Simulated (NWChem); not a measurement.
System: C3H5F; SMILES FC1CC1

NWChem input:

```
start job
memory heap 200 mb stack 900 mb global 1100 mb
geometry units angstroms noautosym nocenter noautoz
  F     -0.198832    -1.461572     0.000000
  C      0.468914    -0.262900     0.000000
  C     -0.132853     0.878521    -0.761632
  C     -0.132853     0.878521     0.761632
  H      1.564033    -0.406869     0.000000
  H      0.533569     1.566299    -1.305338
  H     -1.094872     0.676504    -1.257561
  H     -1.094872     0.676504     1.257561
  H      0.533569     1.566299     1.305338
end
basis spherical
  F library def2-svp
  C library def2-svp
  H library def2-svp
end
dft
  xc xpbe96 cpbe96
  iterations 150
end
cosmo
  do_cosmo_smd true
  solvent acetntrl
end
task dft energy
```

Excerpt of the output:

```
             Northwest Computational Chemistry Package (NWChem) 7.3.0
             --------------------------------------------------------

                             Geometry "geometry" -> ""
                             -------------------------

 Output coordinates in angstroms (scale by  1.889725989 to convert to a.u.)

  No.       Tag          Charge          X              Y              Z
 ---- ---------------- ---------- -------------- -------------- --------------
    1 F                    9.0000    -0.19883200    -1.46157200     0.00000000
    2 C                    6.0000     0.46891400    -0.26290000     0.00000000
    3 C                    6.0000    -0.13285300     0.87852100    -0.76163200
    4 C                    6.0000    -0.13285300     0.87852100     0.76163200
    5 H                    1.0000     1.56403300    -0.40686900     0.00000000
    6 H                    1.0000     0.53356900     1.56629900    -1.30533800
    7 H                    1.0000    -1.09487200     0.67650400    -1.25756100
    8 H                    1.0000    -1.09487200     0.67650400     1.25756100
    9 H                    1.0000     0.53356900     1.56629900     1.30533800

 Effective nuclear repulsion energy (a.u.)     121.3141539162

  pbe96 is a nonlocal functional; adding pw91lda local functional.

                                 NWChem DFT Module
                                 -----------------

 Summary of "ao basis" -> "ao basis" (spherical)
 ------------------------------------------------------------------------------
       Tag                 Description            Shells   Functions and Types
 ---------------- ------------------------------  ------  ---------------------
 F                          def2-svp                 6       14   3s2p1d
 C                          def2-svp                 6       14   3s2p1d
 H                          def2-svp                 3        5   2s1p

 in cosmo_initialize ...
 calling solv_data for solv:acetntrl

 solvent parameters
 solvname_short: acetntrl
 solvname_long:  acetonitrile
 dielec:       35.6880
 dielecinf:     1.8069
 nonaqueous SMD model solvent descriptors
 dielec:       35.6880
 sola:          0.0700
 solb:          0.3200
 solc:          0.0000
 solg:         41.2500
 solh:          0.0000
 soln:          1.3442

          ---------------
          -cosmo- solvent
          ---------------
 Cosmo: York-Karplus, doi: 10.1021/jp992097l
 dielectric constant -eps-     =  35.69
 screen = (eps-1)/(eps    )    =   0.97198
 surface charge correction     = lagrangian

   van der Waals surface
 --------------------------

 ---------- ATOMIC COORDINATES (A.U.) ------------ VDWR(ANG.) --
     1   -0.37573800   -2.76197059    0.00000000     1.730
     2    0.88611897   -0.49680896    0.00000000     1.850
     3   -0.25105577    1.66016397   -1.43927578     1.850
     4   -0.25105577    1.66016397    1.43927578     1.850
     5    2.95559381   -0.76887092    0.00000000     1.200
     6    1.00829921    2.95987593   -2.46673114     1.200
     7   -2.06900807    1.27840719   -2.37644570     1.200
     8   -2.06900807    1.27840719    2.37644570     1.200
     9    1.00829921    2.95987593    2.46673114     1.200
 number of segments per atom =        128
 number of   points per atom =        128
 atom (   nspa,  nppa )
 ----------------------
    1 (     86,     0 )       0
    2 (     34,     0 )       0
    3 (     51,     0 )       0
    4 (     51,     0 )       0
    5 (     56,     0 )       0
    6 (     57,     0 )       0
    7 (     55,     0 )       0
    8 (     55,     0 )       0
    9 (     57,     0 )       0
 number of -cosmo- surface points =      502
 molecular surface =     91.708 angstrom**2
 molecular volume  =     69.518 angstrom**3
 -lineq- algorithm             =   0
 -bem- low  level              =   3
 -bem- from -octahedral-
 gaussian surface charge width =   4.50000
 degree of switching           =   1.00000
 switching function tolerance  =   0.00010
 atomic radii =
 --------------
    1  9.000  1.730
    2  6.000  1.850
    3  6.000  1.850
    4  6.000  1.850
    5  1.000  1.200
    6  1.000  1.200
    7  1.000  1.200
    8  1.000  1.200
    9  1.000  1.200
 ...... end of -cosmo- initialization ......

 nat:                     9
 ixmem:                  4523
 calling mnsol_interface()
 G(SMD-CDS) energy (kcal/mol)  =    -0.762
 SMD-CDS SASA (angstrom**2)    =   117.171

            General Information
            -------------------
          SCF calculation type: DFT
          Wavefunction type:  closed shell.
          No. of atoms     :     9
          No. of electrons :    32
           Alpha electrons :    16
            Beta electrons :    16
          Charge           :     0
          Spin multiplicity:     1
          Use of symmetry is: off; symmetry adaption is: off
          Maximum number of iterations: 150
          AO basis - number of functions:    81
                     number of shells:    39
          Convergence on energy requested:  1.00D-06
          Convergence on density requested:  1.00D-05
          Convergence on gradient requested:  5.00D-04

              XC Information
              --------------
          PerdewBurkeErnzerhof Exchange Functional  1.000
            Perdew 1991 LDA Correlation Functional  1.000 local
           PerdewBurkeErnz. Correlation Functional  1.000 non-local

             Grid Information
             ----------------
          Grid used for XC integration:  medium
          Radial quadrature: Mura-Knowles
          Angular quadrature: Lebedev.
          Tag              B.-S. Rad. Rad. Pts. Rad. Cut. Ang. Pts.
          ---              ---------- --------- --------- ---------
          F                   0.50       49           9.0       434
          C                   0.70       49           8.0       434
          H                   0.35       45          10.0       434
          Grid pruning is: on
          Number of quadrature shells:   421
          Spatial weights used:  Erf1

      Superposition of Atomic Density Guess
      -------------------------------------

 Sum of atomic energies:        -214.66333799

      Non-variational initial energy
      ------------------------------

 Total energy =    -216.980580
 1-e energy   =    -533.118663
 2-e energy   =     194.823929
 HOMO         =      -0.325924
 LUMO         =       0.106170

   convergence    iter        energy       DeltaE   RMS-Dens  Diis-err
 ---------------- ----- ----------------- --------- --------- ---------
     COSMO gas phase
 d= 0,ls=0.0,diis     1   -216.6487548190 -3.38D+02  1.78D-02  5.40D-01
 d= 0,ls=0.0,diis     2   -216.6023841681  4.64D-02  1.05D-02  1.16D+00
 d= 0,ls=0.0,diis     3   -216.7058393211 -1.03D-01  1.76D-03  4.68D-02
 d= 0,ls=0.0,diis     4   -216.7092157525 -3.38D-03  7.86D-04  4.39D-03
 d= 0,ls=0.0,diis     5   -216.7095899176 -3.74D-04  2.82D-04  5.66D-04
  Resetting Diis
 d= 0,ls=0.0,diis     6   -216.7096640568 -7.41D-05  2.78D-05  4.19D-06
 d= 0,ls=0.0,diis     7   -216.7096644733 -4.16D-07  2.43D-05  1.14D-06
 d= 0,ls=0.0,diis     8   -216.7096643288  1.44D-07  1.39D-05  2.30D-06
 d= 0,ls=0.0,diis     9   -216.7096646146 -2.86D-07  8.84D-07  3.32D-09

   convergence    iter        energy       DeltaE   RMS-Dens  Diis-err
 ---------------- ----- ----------------- --------- --------- ---------
     COSMO solvation phase
 d= 0,ls=0.0,diis     1   -216.7150207723 -5.36D-03  1.97D-03  1.68D-03
 d= 0,ls=0.0,diis     2   -216.7153614044 -3.41D-04  5.39D-04  1.49D-03
 d= 0,ls=0.0,diis     3   -216.7154868381 -1.25D-04  1.21D-04  2.76D-04
 d= 0,ls=0.0,diis     4   -216.7155049866 -1.81D-05  4.44D-05  1.91D-05
 d= 0,ls=0.0,diis     5   -216.7155068647 -1.88D-06  1.37D-05  2.24D-06
 d= 0,ls=0.0,diis     6   -216.7155071351 -2.70D-07  2.40D-06  3.55D-08

         Total DFT energy =     -216.715507135116
      One electron energy =     -536.509761094927
           Coulomb energy =      226.682157995272
    Exchange-Corr. energy =      -28.296843872458
 Nuclear repulsion energy =      121.314153916217

             COSMO energy =        0.094785920780

 Numeric. integr. density =       31.999994380290

                                COSMO-SMD solvation results
                                ---------------------------

             internal energy in gas <Psi(g)|H|Psi(g)> =      -216.709664614564
         internal energy in solvent <Psi(s)|H|Psi(s)> =      -216.709097390860
                               delta internal energy  =         0.000567223704 (    0.36 kcal/mol)
   total free energy in solvent <Psi(s)|H+V/2|Psi(s)> =      -216.714292265937
 polarization energy contribution <Psi(s)|V/2|Psi(s)> =        -0.005194875077 (   -3.26 kcal/mol)
    total free energy in solvent including G(SMD-CDS) =      -216.715507135116
                       G(SMD-CDS) energy contribution =        -0.001214869179 (   -0.76 kcal/mol)
     1 M fixed-concentration free energy of solvation =        -0.005842520553 (   -3.67 kcal/mol)

                       DFT Final Molecular Orbital Analysis
                       ------------------------------------

 Vector   14  Occ=2.000000D+00  E=-3.187169D-01
              MO Center= -2.6D-01,  9.4D-01, -3.5D-10, r^2= 2.4D+00
   Bfn.  Coefficient  Atom+Function         Bfn.  Coefficient  Atom+Function
  ----- ------------  ---------------      ----- ------------  ---------------
    32      0.290549  3 C  px                46     -0.290549  4 C  px
    67     -0.266799  7 H  s                 72      0.266799  8 H  s
    62      0.233638  6 H  s                 77     -0.233638  9 H  s
    68     -0.123844  7 H  s                 73      0.123844  8 H  s
    33      0.121366  3 C  py                47     -0.121366  4 C  py

 Vector   15  Occ=2.000000D+00  E=-2.571308D-01
              MO Center=  5.9D-02,  3.1D-01, -4.8D-10, r^2= 2.3D+00
   Bfn.  Coefficient  Atom+Function         Bfn.  Coefficient  Atom+Function
  ----- ------------  ---------------      ----- ------------  ---------------
    34      0.245553  3 C  pz                48     -0.245553  4 C  pz
     4      0.233300  1 F  px                33      0.226091  3 C  py
    47      0.226091  4 C  py                57      0.220405  5 H  s
    18      0.198948  2 C  px                 5     -0.181578  1 F  py
     7     -0.164141  1 F  px                37      0.152822  3 C  pz

 Vector   16  Occ=2.000000D+00  E=-2.402679D-01
              MO Center=  6.5D-02, -7.2D-02, -5.8D-09, r^2= 2.2D+00
   Bfn.  Coefficient  Atom+Function         Bfn.  Coefficient  Atom+Function
  ----- ------------  ---------------      ----- ------------  ---------------
    20      0.391737  2 C  pz                 6      0.381941  1 F  pz
     9     -0.281594  1 F  pz                33      0.260112  3 C  py
    47     -0.260112  4 C  py                31     -0.229199  3 C  s
    45      0.229199  4 C  s                 36      0.155253  3 C  py
    50     -0.155253  4 C  py                23      0.121297  2 C  pz

 Vector   17  Occ=0.000000D+00  E= 4.275299D-02
              MO Center=  4.0D-01,  5.7D-01, -2.1D-10, r^2= 4.9D+00
   Bfn.  Coefficient  Atom+Function         Bfn.  Coefficient  Atom+Function
  ----- ------------  ---------------      ----- ------------  ---------------
    58      0.854547  5 H  s                 63      0.744778  6 H  s
    78      0.744778  9 H  s                 68     -0.595271  7 H  s
    73     -0.595271  8 H  s                 17     -0.587262  2 C  s
    21     -0.419615  2 C  px                22     -0.333339  2 C  py
    35     -0.315007  3 C  px                49     -0.315007  4 C  px

 Vector   18  Occ=0.000000D+00  E= 6.119562D-02
              MO Center= -3.5D-01,  8.6D-01,  3.4D-09, r^2= 5.6D+00
   Bfn.  Coefficient  Atom+Function         Bfn.  Coefficient  Atom+Function
  ----- ------------  ---------------      ----- ------------  ---------------
    31      1.351244  3 C  s                 45      1.351244  4 C  s
    68     -1.046703  7 H  s                 73     -1.046703  8 H  s
    63     -0.768494  6 H  s                 78     -0.768494  9 H  s
    58     -0.483450  5 H  s                 37     -0.374763  3 C  pz
    51      0.374763  4 C  pz                22     -0.247737  2 C  py

 Vector   19  Occ=0.000000D+00  E= 9.016430D-02
              MO Center= -2.1D-01,  1.1D+00, -2.2D-08, r^2= 4.9D+00
   Bfn.  Coefficient  Atom+Function         Bfn.  Coefficient  Atom+Function
  ----- ------------  ---------------      ----- ------------  ---------------
    31      2.167518  3 C  s                 45     -2.167518  4 C  s
    63     -0.878134  6 H  s                 78      0.878134  9 H  s
    68     -0.846223  7 H  s                 73      0.846223  8 H  s
    37      0.487722  3 C  pz                51      0.487722  4 C  pz
    36      0.425538  3 C  py                50     -0.425538  4 C  py

     Multipole analysis of the density
     ---------------------------------

     L   x y z        total         alpha         beta         nuclear
     -   - - -        -----         -----         ----         -------
     0   0 0 0     -0.000000    -16.000000    -16.000000     32.000000

     1   1 0 0      0.309463      0.276442      0.276442     -0.243421
     1   0 1 0      0.646458      0.427692      0.427692     -0.208926
     1   0 0 1      0.000000      0.000000      0.000000      0.000000

     2   2 0 0    -16.210973    -21.139816    -21.139816     26.068658
     2   1 1 0      0.171855      0.034217      0.034217      0.103421
     2   1 0 1     -0.000000     -0.000000     -0.000000      0.000000
     2   0 2 0    -19.391226    -71.991875    -71.991875    124.592525
     2   0 1 1      0.000000      0.000000      0.000000      0.000000
     2   0 0 2    -17.531148    -32.926919    -32.926919     48.322691
```

Level: PBE/def2-SVP, SMD on the gas-phase geometry. All runs use the structure optimised with PBE-D3(BJ)/def2-SVP. Solvent: acetonitrile.
